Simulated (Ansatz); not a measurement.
Relaxing a trial structure of N2SeSi

The starting geometry of this gas-phase singlet was optimised with GFN2-xTB.

```json
{"atom": "N", "x (Å)": "-2.8811", "y (Å)": "-1.3932", "z (Å)": "1.2652"}
{"atom": "N", "x (Å)": "-3.4404", "y (Å)": "-0.4154", "z (Å)": "1.3832"}
{"atom": "Se", "x (Å)": "-4.8124", "y (Å)": "2.5333", "z (Å)": "1.7781"}
{"atom": "Si", "x (Å)": "-4.3509", "y (Å)": "0.8589", "z (Å)": "0.5478"}
```

Q: Where would you expect an optimisation with PBE0-D3(BJ)/def2-SVP to take it?

A: It falls apart into SeSi + N2. Contacts that open: N2–Si4 (1.77 → 3.48 Å).

The energy falls by 1.43 eV over 28 steps:

```tsv
step	E − E(last) (eV)
1	1.430
4	0.329
7	0.024
10	0.010
13	0.007
16	0.003
19	0.002
22	0.000
25	0.000
28	0.000
```

Final geometry (Å):

```xyz
4

N    -2.5871   -1.5148    1.9047
N    -3.1764   -1.0951    1.0791
Se   -4.6721    2.5332    1.9141
Si   -5.0491    1.6603    0.0763
```

The end wasn't checked by frequencies. Run with Ansatz 0.2.0, 48 s on 1 thread of Intel(R) Xeon(R) Platinum 8488C (Sapphire Rapids), with other jobs on the host.
